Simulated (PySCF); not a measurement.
C2H2, charge +1, doublet, at a GFN2-xTB geometry (a state made from the parent by changing its charge; the spin is typed, not shown lowest); TPSS/cc-pVDZ run with PySCF.

PySCF was given this input:
```python
from pyscf import gto, scf, dft

mol = gto.Mole()
mol.atom = '''
    C    -0.564234    0.088603   -0.223175
    C     0.586430   -0.102227    0.147197
    H    -1.630514    0.300239   -0.275456
    H     1.497337   -0.218495    0.731325
'''
mol.basis = 'cc-pvdz'
mol.charge = 1
mol.spin = 1
mol.verbose = 4
mol.build()

mf = dft.UKS(mol)
mf.xc = 'tpss'
mf.kernel()
mf.analyze()
```

What the program printed (banner, timings and long lists left out):

```
PySCF version 2.14.0

[INPUT] verbose = 4
[INPUT] num. atoms = 4
[INPUT] num. electrons = 13
[INPUT] charge = 1
[INPUT] spin (= nelec alpha-beta = 2S) = 1
[INPUT] symmetry False subgroup None
[INPUT] Mole.unit = angstrom
[INPUT] Symbol           X                Y                Z      unit          X                Y                Z       unit  Magmom
[...]
nuclear repulsion = 24.330698320728
number of shells = 16
number of NR pGTOs = 66
number of NR cGTOs = 38
basis = cc-pvdz
ecp = {}

******** <class 'pyscf.dft.uks.UKS'> ********
method = UKS
initial guess = minao
damping factor = 0
level_shift factor = 0
DIIS = <class 'pyscf.scf.diis.CDIIS'>
diis_start_cycle = 1
diis_space = 8
diis_damp = 0
SCF conv_tol = 1e-09
SCF conv_tol_grad = None
SCF max_cycles = 50
direct_scf = True
direct_scf_tol = 1e-13
number electrons alpha = 7  beta = 6
XC library pyscf.dft.libxc version 7.1.2
    S. Lehtola, C. Steigemann, M. J. T. Oliveira, and M. A. L. Marques,  SoftwareX 7, 1–5 (2018)
XC functionals = tpss
    J. Tao, J. P. Perdew, V. N. Staroverov, and G. E. Scuseria,  Phys. Rev. Lett. 91, 146401 (2003)
    J. P. Perdew, J. Tao, V. N. Staroverov, and G. E. Scuseria,  J. Chem. Phys. 120, 6898 (2004)
    J. Tao, J. P. Perdew, V. N. Staroverov, and G. E. Scuseria,  Phys. Rev. Lett. 91, 146401 (2003)
    J. P. Perdew, J. Tao, V. N. Staroverov, and G. E. Scuseria,  J. Chem. Phys. 120, 6898 (2004)
radial grids:
    Treutler-Ahlrichs [JCP 102, 346 (1995); DOI:10.1063/1.469408] (M4) radial grids

becke partition: Becke, JCP 88, 2547 (1988); DOI:10.1063/1.454033
pruning grids: <function nwchem_prune>
grids dens level: 3
symmetrized grids: False
atomic radii adjust function: <function treutler_atomic_radii_adjust>
small_rho_cutoff = 0
Set gradient conv threshold to 3.16228e-05
tot grids = 47856
init E= -77.3893290306083

cycle= 1 E= -76.9263602945212  delta_E= 0.463  |g|= 0.105  |ddm|= 1.36
cycle= 2 E= -76.9331270590947  delta_E= -0.00677  |g|= 0.0527  |ddm|= 0.182
cycle= 3 E= -76.9348513680153  delta_E= -0.00172  |g|= 0.0131  |ddm|= 0.0649
cycle= 4 E= -76.9349619839498  delta_E= -0.000111  |g|= 0.00253  |ddm|= 0.0128
cycle= 5 E= -76.9349671253411  delta_E= -5.14e-06  |g|= 0.000599  |ddm|= 0.00321
cycle= 6 E= -76.9349675931678  delta_E= -4.68e-07  |g|= 0.000196  |ddm|= 0.00148
cycle= 7 E= -76.934967618412  delta_E= -2.52e-08  |g|= 5.09e-05  |ddm|= 0.000206
cycle= 8 E= -76.9349676166562  delta_E= 1.76e-09  |g|= 7.69e-05  |ddm|= 9.42e-05
cycle= 9 E= -76.9349676200566  delta_E= -3.4e-09  |g|= 2.32e-06  |ddm|= 5.87e-05
cycle= 10 E= -76.9349676200802  delta_E= -2.36e-11  |g|= 1.38e-06  |ddm|= 1.27e-05
Extra cycle  E= -76.9349676200995  delta_E= -1.92e-11  |g|= 1.33e-06  |ddm|= 1.16e-05
converged SCF energy = -76.9349676200995  <S^2> = 0.75328108  2S+1 = 2.0032784
**** SCF Summaries ****
Total Energy =                         -76.934967620099457
Nuclear Repulsion Energy =              24.330698320727954
One-electron Energy =                 -146.047019344945085
Two-electron Energy =                   44.781353404117688
Two-electron Coulomb Energy =           55.978382916896805
DFT Exchange-Correlation Energy =      -11.197029512779118
**** MO energy ****
                             alpha | beta                alpha | beta
[...]
To work with the spin densities directly, `use mulliken_meta_spin()` only printing them here.

 ** Mulliken spin pop alpha/beta on meta-lowdin orthogonal AOs **
 ** Mulliken Spin Density (per AO)  **
spin_pop of  0 C 1s       -0.00001
spin_pop of  0 C 2s        0.02636
spin_pop of  0 C 3s        0.00016
spin_pop of  0 C 2px       0.00570
spin_pop of  0 C 2py       0.00898
spin_pop of  0 C 2pz       0.47682
spin_pop of  0 C 3px      -0.00021
spin_pop of  0 C 3py       0.00048
spin_pop of  0 C 3pz       0.00326
spin_pop of  0 C 3dxy      0.00007
spin_pop of  0 C 3dyz     -0.00004
spin_pop of  0 C 3dz^2    -0.00040
spin_pop of  0 C 3dxz      0.00101
spin_pop of  0 C 3dx2-y2    0.00023
spin_pop of  1 C 1s       -0.00001
spin_pop of  1 C 2s        0.02636
spin_pop of  1 C 3s        0.00016
spin_pop of  1 C 2px       0.09708
spin_pop of  1 C 2py       0.01828
spin_pop of  1 C 2pz       0.37617
spin_pop of  1 C 3px       0.00078
spin_pop of  1 C 3py       0.00058
spin_pop of  1 C 3pz       0.00217
spin_pop of  1 C 3dxy      0.00012
spin_pop of  1 C 3dyz     -0.00001
spin_pop of  1 C 3dz^2     0.00012
spin_pop of  1 C 3dxz      0.00006
spin_pop of  1 C 3dx2-y2    0.00057
spin_pop of  2 H 1s       -0.02182
spin_pop of  2 H 2s       -0.00040
spin_pop of  2 H 2px      -0.00020
spin_pop of  2 H 2py      -0.00001
spin_pop of  2 H 2pz       0.00001
spin_pop of  3 H 1s       -0.02182
spin_pop of  3 H 2s       -0.00040
spin_pop of  3 H 2px      -0.00016
spin_pop of  3 H 2py      -0.00001
spin_pop of  3 H 2pz      -0.00003
 ** Mulliken Spin Density (per atom)  **
spin density of  0 C =      0.52241
spin density of  1 C =      0.52243
spin density of  2 H =     -0.02242
spin density of  3 H =     -0.02242
 ** Mulliken pop alpha/beta on meta-lowdin orthogonal AOs **
 ** Mulliken pop       alpha | beta **
[...]
In total             7.00000 | 6.00000
 ** Mulliken atomic charges   ( Nelec_alpha | Nelec_beta ) **
charge of  0C =      0.23632  (     3.14305      2.62064 )
charge of  1C =      0.23632  (     3.14306      2.62062 )
charge of  2H =      0.26368  (     0.35695      0.37937 )
charge of  3H =      0.26368  (     0.35695      0.37937 )

WARN: System has nonzero charge 1; the dipole moment is origin-dependent.
Location of origin: [0. 0. 0.]

Dipole moment(X, Y, Z, Debye): -0.06277,  0.03865,  0.21504
```
